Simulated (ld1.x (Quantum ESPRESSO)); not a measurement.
## Transferability test, ultrasoft potential for tellurium

* Element: tellurium
* Generator: ld1.x (Quantum ESPRESSO) 7.5
* Type: ultrasoft
* Functional: PBE
* Relativity: scalar-relativistic
* Frozen core: [Kr] 4d10
* Valence charge: 6
* Reference configuration: 5s2 5p1 (charge +3)
* Partial waves: 5s (bound): rcut 1.45, rcutus 1.90 bohr; 5s channel at -1.7 Ry: rcut 1.45, rcutus 1.90 bohr; 5p (bound): rcut 1.25, rcutus 1.70 bohr; 5p channel at 0.75 Ry: rcut 1.25, rcutus 1.70 bohr; 5d channel at 0.3 Ry: rcut 1.45, rcutus 1.70 bohr
* Local potential: all-electron potential smoothed inside 1.90 bohr (lloc = -2)
* Core correction: none
* Augmentation charge: built from norm-conserving waves at rcut, not smoothed further

Energies are relative to the spin-unpolarised reference configuration 5s2 5p1; without spin polarisation the order of configurations can differ from experiment. Not all tests gave a result: 1 of 7 tests not solved or not reliable. Left out of the table: 5s1 5p4 (solver errors, printed error -111 eV). The frozen-core shift is the all-electron ΔE with the core orbitals held at their reference shape minus the fully relaxed ΔE.

Problem. Give the all-electron excitation energy and the error of the potential for: 5s2 5p4; 5s2 5p3; 5s2 5p2; 5s2 5p3.5; 5s1 5p5; 5s2 5p0.

Solution.

```
valence configuration  charge  ΔE all-electron (eV)  error AE − PS (meV)  frozen-core shift (meV)
              5s2 5p4       0               -54.551                  +68                     +105
              5s2 5p3      +1               -44.822                  +47                      +69
              5s2 5p2      +2               -26.898                  +24                      +22
            5s2 5p3.5    +0.5               -50.653                  +58                      +90
              5s1 5p5       0               -45.296                 +157                      +55
              5s2 5p0      +4                36.483                  +79                      +62
```

Levels in the configuration 5s2 5p3.5:

| level | all-electron (eV) | pseudo (eV) |
| --- | --- | --- |
| 5s | -19.138 | -19.086 |
| 5p | -9.688 | -9.705 |

ld1.x printed “convergence not achieved” for 1 of the counted tests; its residual had stalled under 1e-8, short of the target of 1e-14.
